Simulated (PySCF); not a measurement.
Input for PySCF: R-M06-2X/6-31G* on C2H8S (a complex).

```python
from pyscf import gto, scf, dft, mp
from pyscf.data.elements import chemcore

mol = gto.M(
    atom='''
    S     0.14783482    0.12317471   -0.19878010
    H     0.90338942    0.48977931    0.84802223
    H    -0.29284410   -0.97515933    0.43460213
    C    -0.81683439   -0.15755157    3.74826434
    C     0.70880774   -0.12259323    3.75575161
    H    -1.21600722    0.12116974    2.77139109
    H    -1.23114247    0.53606528    4.48232986
    H    -1.19151499   -1.15437610    3.98943859
    H     1.12897335   -0.82886374    3.03627851
    H     1.10872887   -0.38300713    4.73755101
    H     1.08404337    0.87184339    3.50368942
    ''',
    basis='6-31g*',
    cart=True,
    charge=0, spin=0, verbose=3, max_memory=1800)
mf = dft.RKS(mol, xc='m062x')
mf.conv_tol = 1e-8
mf.max_cycle = 100
mf.kernel()
if not mf.converged:
    mf = mf.newton().run(mf.mo_coeff, mf.mo_occ)
```

Output:

```
converged SCF energy = -479.110439024637
```

The calculation finished and met its thresholds.

Cost: very roughly 4 core-seconds.
